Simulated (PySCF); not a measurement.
C₃H₅ClOSi.

```xyz
11

C      2.4622    -1.1374    -0.0239
C      1.3910    -0.3831    -0.0433
C      0.2832     0.3139    -0.0556
Cl     0.3047     2.0792    -0.2294
Si    -1.4377    -0.4349     0.1059
O     -1.3317    -2.0888     0.2586
H      2.8811    -1.5538    -0.9473
H      2.9823    -1.3677     0.9133
H     -2.0897     0.2161     1.2781
H     -2.2138    -0.1696    -1.1286
H     -0.7782    -2.4329     0.9696
```

Geometry: B3LYP-D3(BJ)/def2-SVP. The structure was generated by enumeration, and PubChem lists no compound with its InChIKey, so it may never have been made. Other conformers were not sampled.

Calculation: PySCF with PBE/pcSseg-1. Non-relativistic, no solvent.

Computed absolute GIAO shielding of each atom: isotropic value and principal components (ppm):
```tsv
atom	σ(iso)	σ11	σ22	σ33	span
C1	93.7	6.3	113.9	160.8	154.5
C2	-39.5	-61.0	-59.7	2.2	63.3
C3	72.7	13.0	81.2	123.9	110.9
Cl4	729.4	595.0	652.3	940.9	345.9
Si5	367.8	322.2	357.5	423.7	101.5
O6	300.2	278.8	292.8	329.2	50.4
H7	25.8	23.9	24.2	29.2	5.3
H8	25.9	24.1	24.2	29.3	5.2
H9	26.1	22.6	25.3	30.3	7.7
H10	26.3	23.1	25.2	30.7	7.6
H11	30.1	22.2	26.5	41.6	19.5
```
